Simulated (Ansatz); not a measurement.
C$_{2}$H$_{6}$AlIO, relaxed with RKS PBE0-D4/def2-TZVP in Ansatz from a PBE-D4/def2-SVP geometry. The force threshold is 0.005 eV/Å; the program also tests the step.

Total charge 0; spin multiplicity 1. I: def2 effective core potential. The bonds changed during the relaxation, so this is another structure than the one it started from.

Start:

```xyz
11

C    -0.377   -1.210   -1.054
Al   -0.998    0.228    0.158
C     0.590    0.851    1.246
O     1.823    0.420    1.052
I    -0.215    2.629   -0.693
H     0.686   -1.119   -1.375
H    -0.970   -1.207   -1.994
H    -0.506   -2.216   -0.599
H    -2.437    0.288    0.847
H     0.602    1.630    2.039
H     1.802   -0.294    0.373
```

Task: By how much does the energy fall, and how many steps does the optimiser take? (An estimate is asked.)

Result: Computed: 1.00 kcal/mol, in 11 steps, 1 of them rejected.

Task: Which bonds change most? (Best estimate.)

Result: Ansatz gave: Al2–I5 from 2.665 to 2.641 Å; C3–H10 from 1.112 to 1.093 Å; C1–H6 from 1.114 to 1.096 Å; C1–Al2 from 1.980 to 1.962 Å.

Task: Give the relaxed structure. (An estimate is asked.)

Result: The calculation gave: 
```xyz
11

C    -0.393   -1.210   -1.070
Al   -0.982    0.225    0.131
C     0.578    0.837    1.244
O     1.813    0.436    1.087
I    -0.149    2.599   -0.673
H     0.618   -1.069   -1.468
H    -1.052   -1.271   -1.941
H    -0.428   -2.188   -0.579
H    -2.404    0.307    0.824
H     0.552    1.601    2.025
H     1.847   -0.266    0.420
```
